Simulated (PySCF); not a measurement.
NMR data simulated for an unnamed compound:

$^{1}$H NMR (400 MHz, computed): δ 6.55 (m, 1H), 5.81 (m, 1H), 4.96 (d, 2H), 2.87 (s, 3H), 2.00 (d, 3H), -0.48 (br s, 1H).

$^{13}$C{$^{1}$H} NMR (computed): δ 153.5 (CH), 129.8 (CH), 32.5 (CH3), 27.1 (CH3).

Level of theory: GFN2-xTB structure, shielding tensors at PBE0/pcSseg-1 (GIAO), in PySCF 2.14.0 with density-fitted response routines (single conformer, relativity neglected, isolated molecule, equivalent nuclei averaged).

Chemical shifts δ = σref − σ; $^{1}$H and $^{13}$C vs TMS, all at this level.

Q: Which of these does the molecule contain: an NH or NH2 group, an N-methyl group, a Si–H bond, a carboxylic acid, a CH3CH2 unit, a ketone?

A: 
- An NH or NH2 group: yes (δH -0.48 (br s)).
- An N-methyl group: yes (δC 32.5; δH 2.87 (s)).
- A Si–H bond: yes (δH 4.96 (d)).
- A carboxylic acid: no.
- A CH3CH2 unit: no.
- A ketone: no.

The data belong to `C/C=C/[SiH2]NC`, C$_{4}$H$_{11}$NSi; they needn't prove each group on their own.

Carbon signals by region: 2 in the sp2 and nitrile region (100–160 ppm), 2 below 50 ppm.

OH/NH shifts are gas-phase values; hydrogen bonding in solution moves them, usually downfield. Shifts are as computed. Against solution values, carbons near 30 ppm lie about +3 ppm off and those near 130 ppm about +5 ppm. Of 1211 compounds with measured shifts, 218 miss one by over three times the rms of a fit or turn the order of signals round; such compounds aren't used in these exercises. No couplings were computed; multiplicities are counted from neighbouring protons, with m where these are inequivalent, close in shift, in a saturated or five-membered ring or joined by F or P, and br s for small geminal =CH2 splittings.
